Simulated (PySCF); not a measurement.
`C1(C#C)=CC=CC=N1`, C7H5N

Geometry:
| atom | x (Å) | y (Å) | z (Å) |
| --- | --- | --- | --- |
| C1 | 3.236 | -0.747 | -0.514 |
| C2 | 2.046 | -0.566 | -0.373 |
| C3 | 0.641 | -0.319 | -0.202 |
| C4 | 0.189 | 0.990 | 0.034 |
| C5 | -1.175 | 1.201 | 0.196 |
| C6 | -2.037 | 0.109 | 0.118 |
| C7 | -1.485 | -1.151 | -0.119 |
| N8 | -0.187 | -1.370 | -0.276 |
| H9 | 4.288 | -0.922 | -0.642 |
| H10 | 0.905 | 1.811 | 0.086 |
| H11 | -1.561 | 2.206 | 0.380 |
| H12 | -3.116 | 0.227 | 0.239 |
| H13 | -2.136 | -2.031 | -0.186 |

Level of theory: PySCF 2.14.0, quadratic response CAM-B3LYP/aug-cc-pVDZ first hyperpolarisability, Taylor convention, gas phase. Geometry: PBE0-D3(BJ)/def2-SVP.

**Question.** Give the tensor of the second harmonic β(−2ω;ω,ω) at 1907 nm in the axes of these coordinates.

**Answer.** In au, Taylor convention; rows are the first index (the induced dipole):
```csv
,xx,yy,zz,xy,xz,yz
x,+84.1,-6.6,+4.5,-1.3,-7.5,-2.3
y,-0.7,-1.9,-8.3,-6.3,-2.4,+3.1
z,-7.4,+3.1,-5.3,-2.4,+4.8,-8.5
```
Norm of βᵢ = ⅓ Σⱼ (βᵢⱼⱼ + βⱼᵢⱼ + βⱼⱼᵢ): 83.7 au, hyper-Rayleigh value 35.6 au.
